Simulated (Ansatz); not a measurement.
Cartesian coordinates (Å):
```xyz
6

Mo     0.0043    -0.0180     0.0161
O      0.2953    -1.2402     1.1098
F      0.4017    -0.7504    -1.6395
F     -0.5609     1.4191     1.0410
F     -1.7751    -0.2148    -0.4637
F      1.6154     0.8854    -0.1365
```
Charge 0, multiplicity 1.

Level of theory: Ansatz (a first-principles code) with frozen-core CCSD(T)/def2-TZVPP // PBE-D3(BJ)/def2-SVP.

```
Quantity                        Value
----------------------  -------------
HF energy               -540.48350 Ha
MP2 correlation energy    -1.86163 Ha
```

### Question
Estimate the CCSD correlation energy, the (T) correction, the total energy and the T1 diagnostic.

### Answer

The CCSD correlation energy is -1.77290 Ha. The (T) correction is -0.09153 Ha and the CCSD(T) total energy comes out as -542.34794 Ha. The T1 diagnostic comes out as 0.025.
